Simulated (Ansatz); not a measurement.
## Ligand exchange: C3H5Ga + GeH3Cl → C2H2ClGa + GeH3(CH3)

Species: C3H5Ga `C#[C][GaH][CH3]`, singlet; GeH3Cl `[Cl][GeH3]`, singlet; C2H2ClGa `C#[C][GaH][Cl]`, singlet; GeH3(CH3) (methyl germane), singlet. The partners trade CH3 for Cl: Ga–CH3 and Ge–Cl bonds give way to Ga–Cl and Ge–CH3.

Shapes, held fixed at every level: PBE0-D4/def2-TZVP. Programs: Ansatz 0.2.0. The zero-point and thermal change to 298 K, harmonic and unscaled (PBE0-D4/def2-TZVP), is +1.6 kJ/mol.

```tsv
level	kind	ΔH(298 K) (kJ/mol)	less CCSD(T)/def2-TZVPP	CPU time (sum over the molecules)
HF/def2-SVP	Hartree–Fock	-57.7	-7.8	–
HF/def2-TZVPP	Hartree–Fock	-51.3	-1.4	–
PBE-D4/def2-TZVPP	GGA	-45.2	+4.7	19 s
B3LYP-D4/def2-TZVPP	global hybrid	-46.5	+3.4	33 s
PBE0-D4/def2-TZVPP	global hybrid	-46.8	+3.1	21 s
r2SCAN0-D4/def2-TZVPP	global hybrid	-49.2	+0.7	34 s
CCSD(T)/def2-TZVPP	coupled cluster or CI	-49.9	0.0	6.9 min
```

The highest level, CCSD(T)/def2-TZVPP, gives ΔH(298 K) = -49.9 kJ/mol; the levels span -57.7 to -45.2. The column of differences is taken from that level and isn't an error. No measured value is set beside it here. Relativity is left out for Ga, Ge unless named. Correlated rows may include outer-core shells of Ga, Ge, which these sets cover unevenly. Times are processor times on shared x86 and Arm servers, and rough.
